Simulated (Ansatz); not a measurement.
```yaml
crystal:
  periodic: [false, false, false]
  atoms:
    - {symbol: K, position_ang: [-1.277094, -3.791950, 0.227056]}
    - {symbol: K, position_ang: [1.757744, -2.130722, 1.933337]}
    - {symbol: K, position_ang: [-1.985521, -0.303736, 3.917226]}
    - {symbol: K, position_ang: [1.738281, 1.959762, -1.739344]}
    - {symbol: K, position_ang: [1.517405, -2.296840, -2.122203]}
    - {symbol: K, position_ang: [-1.357645, 0.000032, -3.465956]}
    - {symbol: K, position_ang: [-0.974691, 0.075252, 0.282358]}
    - {symbol: K, position_ang: [-1.397283, 4.093368, -0.352312]}
    - {symbol: K, position_ang: [1.412350, 2.452174, 2.179685]}
    - {symbol: H, position_ang: [-1.270829, -1.896612, -1.601622]}
    - {symbol: H, position_ang: [-1.057535, -2.014817, 2.291920]}
    - {symbol: H, position_ang: [1.031231, 3.834396, 0.084126]}
    - {symbol: H, position_ang: [1.280038, -3.698224, 0.059634]}
    - {symbol: H, position_ang: [1.210376, -0.033947, -3.336742]}
    - {symbol: H, position_ang: [-1.375736, 1.911041, -1.653358]}
    - {symbol: H, position_ang: [1.800369, 0.203323, 0.686610]}
    - {symbol: H, position_ang: [-1.051451, 1.637499, 2.609585]}
basis:
  gaussian: {orbitals: def2-TZVP, initial_orbitals: start.molden}
total_charge: 1
hamiltonian: {xc: hse06, dispersion: d4}
scf: {omitted_lower_state_checks: [starts]}
output: {orbitals: {seedname: orbitals}}
```

The file start.molden holds the orbitals of an earlier run on this structure, at another level or in another basis.

```sh
$ ansatz run in.yaml --threads 4 --pin off --events-out ev --progress --plain --max-ram 4787MiB
```

(1) Does this run fit into the memory that it is given?

Results:

(1) No. It has 345 basis functions, and Ansatz plans for 6 GiB where 5 GiB are given.
